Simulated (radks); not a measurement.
Question: Species: the copper ion Cu2+. Configuration: [Ar] 3d9. Calculated with a radial shooting solver on a logarithmic mesh with Libxc functionals: scalar-relativistic Kohn-Sham, r2SCAN, spin-polarised, spherical densities, finite nucleus; open shells are filled with parallel spins first; meta-GGA in the generalised Kohn-Sham scheme; Fermi nuclear charge, rms radius 3.8823 fm. Some entries of the table are withheld. Estimate them.

orbital,occ.,eigenvalue (eV),<1/r> (bohr^-1),<r> (bohr)
1s down,1,-8904.215,29.15,0.05214
1s up,1,-8904.211,29.15,0.05214
2s up,1,-1098.944,6.344,0.2348
2s down,1,-1098.163,6.347,0.2347
2p up,3,-950.1356,6.209,0.2064
2p down,3,-949.5466,6.212,0.2063
3s up,1,(1),2.002,(2)
3s down,1,(3),1.998,(4)
3p up,3,-100.6879,1.849,0.7443
3p down,3,-99.1977,1.844,0.7459
3d up,5,-30.4003,1.467,0.9107
3d down,4,-29.0132,1.453,0.9240

Answer: 
(1) 3s up eigenvalue (eV): -144.9154
(2) 3s up <r> (bohr): 0.7091
(3) 3s down eigenvalue (eV): -143.4116
(4) 3s down <r> (bohr): 0.7101
